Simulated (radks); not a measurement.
Polarisability of the antimony ion Sb5+, [Kr] 4d10, at imaginary frequency. Method: scalar-relativistic Kohn-Sham, LB94 model potential, spin-unpolarised, spherical densities, finite nucleus; Fermi nuclear charge, rms radius 4.6802 fm; computed with a radial shooting solver on a logarithmic mesh with Libxc functionals. Response by self-consistent Sternheimer equations with the Hartree and adiabatic LDA kernel, the relativistic mass of each level held fixed and spin-orbit coupling left out.

w (hartree),alpha1(iw) (bohr^3),alpha2(iw) (bohr^5)
0.00266,1.789,3.088
0.0143,1.788,3.088
0.0360,1.788,3.087
0.0697,1.787,3.082
0.118,1.784,3.071
0.186,1.777,3.046
0.280,1.762,2.996
0.413,1.732,2.901
0.605,1.674,2.734
0.892,1.563,2.467
1.35,1.363,2.095
2.12,1.045,1.626
3.59,0.6328,1.069
6.94,0.2607,0.4911
17.5,0.06217,0.1087

Static values: alpha1 = 1.789 bohr^3 (0.2650 angstrom^3; uncoupled 2.661), alpha2 = 3.088 bohr^5, alpha3 = 7.752 bohr^7. C6 = 6.225, C8 = 50.90, triple-dipole C9 = 8.030 atomic units. One-pole (London) frequency 4 C6 / (3 alpha1^2) = 2.595 hartree, against 3.677 for minus the highest occupied eigenvalue.
